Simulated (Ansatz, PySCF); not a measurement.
boroxine (B₃H₃O₃), SMILES B1OBOBO1.

Coordinates come from a PBE0-D3(BJ)/def2-SVP optimisation.

Vertical ionisation energy (IE) and electron affinity (EA) in eV. Rows of orbital energies are one-electron estimates. Where ΔSCF, EOM or ADC give a negative EA the extra electron is unbound and the value depends on the basis.

```tsv
level	IE	EA
−ε(HOMO), −ε(LUMO), B3LYP/def2-TZVP (PySCF)	9.39	0.84
ΔSCF, CAM-B3LYP/def2-TZVPD (Ansatz), final states of multiplicity 2 and 2	12.19	-0.90
```

### Question
What vertical singlet–triplet gap does ΔSCF give with CAM-B3LYP/def2-TZVPD (Ansatz, a program for electronic structure)? (Estimate from the structure and the level; the computed values follow.)

### Answer
7.34 eV (triplet above singlet where positive).
